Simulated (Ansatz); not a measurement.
Reactions of C2H2BFO, SMILES `C#CB(O)F`.

Calculated with Ansatz (gas phase, PBE0-D4/def2-TZVP geometries, no zero-point term in ΔE). CCSD(T)/CBS is the MP2 limit (def2-TZVPP, def2-QZVPP) plus CCSD(T) − MP2 in def2-TZVPP, frozen cores. This one scheme is used for every species. Functionals use def2-TZVPP. For Ge outer-core shells are correlated without core-valence functions, which leaves a few kJ/mol of doubt a bond. Scalar relativity is left out up to krypton. One conformer a species, not always the lowest.

```tsv
reaction	B2PLYP (eV)	ωB97M-V (eV)	CCSD/CBS(def2) (eV)	CCSD(T)/CBS(def2) (eV)
`C#CB(O)F` + `C=N` → `C=NB(O)F` + acetylene	-0.15	-0.17	-0.16	-0.14
`C#CB(O)F` + `[Cl][GeH]([Cl])[Cl]` → `C#[C][Ge]([Cl])([Cl])[Cl]` + `OBF`	0.30	0.32	0.30	0.28
`C#CB(O)F` + `C[S][AlH][F]` → `O[B](F)[AlH][F]` + `C#CSC`	2.15	2.17	2.22	2.20
`C#CB(O)F` + `[CH3][GeH]([SiH3])[SH]` → `C#CB(C)F` + `[OH][GeH]([SiH3])[SH]`	0.88	0.90	0.92	0.92
`C#CB(O)F` + `CCO[SiH3]` → `OB(F)[SiH3]` + `C#COCC`	2.42	2.37	2.49	2.45
`C#CB(O)F` + `C[SiH](Cl)[NH][AlH2]` → `OB(F)[NH][AlH2]` + `C#C[SiH](C)Cl`	-0.26	-0.25	-0.26	-0.25
```

Largest T1 diagnostic: 0.014, for `O[B](F)[AlH][F]`.
